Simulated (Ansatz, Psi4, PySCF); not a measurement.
C4H3S (SMILES [c-]1ccsc1), charge -1, singlet, at a GFN2-xTB geometry. Base run: PySCF with MP2/6-311G**.

Here is a job for PySCF.
```python
from pyscf import gto, scf, mp

mol = gto.Mole()
mol.atom = '''
    S    -0.005375   -0.048157    1.218419
    C     0.019862    1.307726   -0.163200
    C    -0.016961   -1.175655   -0.087082
    C     0.017210    0.812955   -1.371054
    C    -0.004057   -0.620932   -1.325629
    H     0.032994    2.305663    0.240934
    H    -0.033413   -2.229529    0.160926
    H    -0.009908   -1.250181   -2.214778
'''
mol.basis = '6-311g**'
mol.charge = -1
mol.spin = 0
mol.verbose = 3
mol.build()

mf = scf.RHF(mol)
mf.kernel()

pt = mp.MP2(mf)
pt.kernel()
print('E(MP2) = %.10f' % pt.e_tot)
```

The same geometry, method and basis name were run in Ansatz (a program for electronic structure) and Psi4 and PySCF, at each program's defaults and at the settings that a row names. The base is PySCF at its defaults. Differences at the defaults can come from grids, fitting, cores and function types together.

```json
[
 {"code and settings": "PySCF, defaults (exact integrals, spherical functions, all electrons correlated)", "ΔE vs base (mEh)": "0.000", "basis functions": "116", "E (Eh)": "-551.57510", "SCF cycles": "12"},
 {"code and settings": "Psi4, defaults (density fitting with its default set, spherical functions, all electrons correlated)", "ΔE vs base (mEh)": "0.708", "basis functions": "116", "E (Eh)": "-551.57440", "SCF cycles": "14"},
 {"code and settings": "Ansatz, defaults (factorised integrals, Cartesian functions, frozen core)", "ΔE vs base (mEh)": "194.3", "basis functions": "117", "E (Eh)": "-551.38076", "SCF cycles": "-"},
 {"code and settings": "PySCF, frozen core", "ΔE vs base (mEh)": "195.4", "basis functions": "116", "E (Eh)": "-551.37966", "SCF cycles": "12"},
 {"code and settings": "Psi4, exact integrals, spherical functions, frozen core", "ΔE vs base (mEh)": "195.4", "basis functions": "116", "E (Eh)": "-551.37966", "SCF cycles": "14"},
 {"code and settings": "Ansatz, high accuracy, frozen core, Cartesian functions as the basis file defines them", "ΔE vs base (mEh)": "194.3", "basis functions": "117", "E (Eh)": "-551.38076", "SCF cycles": "-"}
]
```
